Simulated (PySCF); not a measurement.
# Electron correlation in Mn⁺ (manganese, charge +1)

[Ar] 3d5 4s1, high-spin 7S determinant. Calculation: PySCF 2.14, in cc-pVDZ-DK (6s5p3d1f, 43 functions); scalar relativity by spin-free X2C-1e. Frozen: [Ar]; 6 electrons correlated.

MP2 pair energies summed by pair of shells (mhartree):

| pair | energy | share (%) |
| --- | --- | --- |
| 3d-3d | -56.84 | 83.1 |
| 3d-4s | -11.55 | 16.9 |

Total MP2 correlation energy: -68.39 mhartree.

Same-spin part -68.39 and opposite-spin part 0.00 mhartree; SCS-MP2 scales them by 1/3 and 6/5 to -22.80 mhartree.
